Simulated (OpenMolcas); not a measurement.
Ce3+ with 2 ligands (fluoride) in linear coordination (D∞h) at 2.06 Å. Ligand basis ANO-RCC-VDZP.

| Item | Value |
| --- | --- |
| Program | OpenMolcas |
| Method | CASSCF |
| Basis | ANO-RCC-VDZP [7s6p4d2f1g] |
| Scalar Hamiltonian | DKH2, point nucleus |
| Active space | 1 electron in 7 orbitals (4f) |
| State averaging | 2S+1 = 2 odd, 7 roots |
| Spin-orbit coupling | RASSI with atomic mean-field integrals over the reference wave functions |

Question: What is the spin-free ground state (labels by Λ)?

Answer: 2Φ, 2-fold in its orbital part; it has the highest spin that f1 allows.

Question: Where is the first state of the same spin?

Answer: 2Δ at 791 cm-1 above the ground state.

Question: What are the lowest two levels with spin-orbit coupling?

Answer: A 2-fold level with g = 0.00, 0.00, 4.17, then a 2-fold level 1037 cm-1 above it. Their leading multiplicities are 2 (100 %) and 2 (100 %).

Question: What is χT at 300 K, and how does it compare with the textbook value?

Answer: Hund's rules give f1 the level 2F5/2 with g = 0.857, so an isolated free-ion multiplet has χT = g² J(J+1) / 8 = 0.804 cm3 K/mol. The computed 0.654 at 300 K differs by -19 %, through the field's splitting, the mixing of terms and any other multiplet in reach.

No measured value stands beside these numbers; the geometry is a model, was not optimised and need not be the one that this ion takes.
